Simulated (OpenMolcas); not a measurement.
Pd2+: effect of the metal basis

Pd2+ with its 6 nearest fluoride ions at 2.12 Å, on the Zn site of KZnF3 (a = 4.054 Å, distance in the model lattice 2.027 Å). The rest of the host is ab initio model potentials to 7.6 Å and point charges beyond; the distance is set by hand and nothing relaxes.

| Property | Result |
| --- | --- |
| Program | OpenMolcas 26.06 |
| Method | SS-CASPT2, IPEA 0.25 Eh, imaginary shift 0.1 Eh (closed shells correlated: 4s 4p and the ligand valence shells) |
| Spin-orbit coupling | state interaction with AMFI integrals over the reference wave functions |

Fixed: ligand basis ANO-RCC-VDZP, active space 8 electrons in 5 orbitals (4d), DKH2 Hamiltonian.

States (labels of O, the rotations of Oh). Energies in cm-1 above the lowest state or level, χT in cm3 K/mol.

| Run | Metal basis | Ground state | First state of that spin | First gap with spin-orbit (degeneracies) | χT at 300 K | First state of another spin | Cost |
| --- | --- | --- | --- | --- | --- | --- | --- |
| A | ANO-RCC-VDZP | 3A2 | 3T2 15880 | 9570 (3, 2) | 1.353 | 1E 9930 | roughly 60 core-seconds |
| B | ANO-RCC-VTZP | 3A2 | 3T2 15190 | 9050 (3, 2) | 1.360 | 1E 9410 | roughly 120 core-seconds |

Against A, the first state of the same spin changes by -4.3 % in B.

Costs are those of the CASPT2 steps.

Roots that are degenerate in the reference are averaged as groups; the widest CASPT2 spread within a group is 48 cm-1 (the 3-fold group of multiplicity 1 near 26100 cm-1 above the lowest state of its run, A). Shifts and gaps below about the spread of the groups concerned are not significant. Over all roots computed the reference weight is 0.72 to 0.73 in A, 0.72 to 0.73 in B; a low but even weight reflects the number of correlated electrons. Real 4d8 and 5d8 ions are as a rule square planar and diamagnetic. Ligand-to-metal charge-transfer states are missing. With no ligand orbital active B as a rule stays too high, so bands that hang on it stand too high and its fall with covalency is understated. With one d shell and no ligand orbital active, 10Dq can be off by a tenth or more. No measured value stands beside these numbers; the geometry was set by hand and not optimised.
